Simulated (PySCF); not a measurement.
Level of theory: core-valence-separated Tamm–Dancoff BHandHLYP/aug-pcX-1 (pcseg-1 on H, def2-SVPD on Si) in PySCF, non-relativistic, gas phase, PBE0-D3(BJ)/def2-SVP geometry. BHandHLYP without relativity tends to put these K edges a few eV too low, so spacings mean more than positions.

Main lines of an unknown, eV (oscillator strength): C K: 286.7 (0.034), 287.6 (0.029), 287.7 (0.037), 288.3 (0.010), 289.2 (0.008); O K: 532.2 (0.005), 532.9 (0.004), 533.1 (0.010), 533.2 (0.016), 533.7 (0.024). Listed: the first five lines at most of each edge with a tenth or more of its strongest line's intensity; roots within 0.03 eV on the same or equivalent atoms are summed. Only the lowest roots were sought, and the top ones are left out.

Question: Which candidate gives them?
A. `C[SiH](O[SiH3])O[SiH3]`
B. `CO[Si@@H]([SiH3])O[SiH3]`
C. `C[Si@H]([SiH3])O[SiH2]O`
D. `O[Si@H](C[SiH3])O[SiH3]`

Answer: B. 

- `CO[Si@@H]([SiH3])O[SiH3]`: C K: 286.7 (0.034), 287.6 (0.029), 287.7 (0.037), 288.3 (0.010), 289.2 (0.008); O K: 532.2 (0.005), 532.9 (0.004), 533.1 (0.010), 533.2 (0.016), 533.7 (0.024). First C line listed at 286.7 eV, hole on the methoxy carbon; first O line listed at 532.2 eV, hole on the siloxane oxygen.
- `O[Si@H](C[SiH3])O[SiH3]`: C K: 285.0 (0.006), 285.6 (0.032), 285.8 (0.020), 286.1 (0.014), 286.7 (0.006); O K: 532.0 (0.018), 532.4 (0.004), 533.4 (0.016), 533.8 (0.015), 534.0 (0.008). First C line listed at 285.0 eV, hole on the sp3 carbon bound to silicon; first O line listed at 532.0 eV, hole on the silanol oxygen.
- `C[Si@H]([SiH3])O[SiH2]O`: C K: 285.6 (0.011), 285.9 (0.026), 286.0 (0.024), 286.2 (0.025); O K: 531.9 (0.018), 532.4 (0.007), 533.0 (0.014), 533.6 (0.014), 533.8 (0.014). First C line listed at 285.6 eV, hole on the Si-methyl carbon; first O line listed at 531.9 eV, hole on the silanol oxygen.
- `C[SiH](O[SiH3])O[SiH3]`: C K: 285.1 (0.005), 285.9 (0.033), 285.9 (0.033), 287.0 (0.019); O K: 532.4 (0.011), 533.7 (0.015), 533.7 (0.015), 533.9 (0.013), 534.0 (0.008). First C line listed at 285.1 eV, hole on the Si-methyl carbon; first O line listed at 532.4 eV, hole on the siloxane oxygen.

One conformer each; other structures than these candidates weren't tested.

Conformer computed: `[CH3:1][O:2][Si@@H:3]([SiH3:4])[O:5][SiH3:6]`: C1–O2–Si3–Si4 176°, O2–Si3–O5–Si6 -62°.
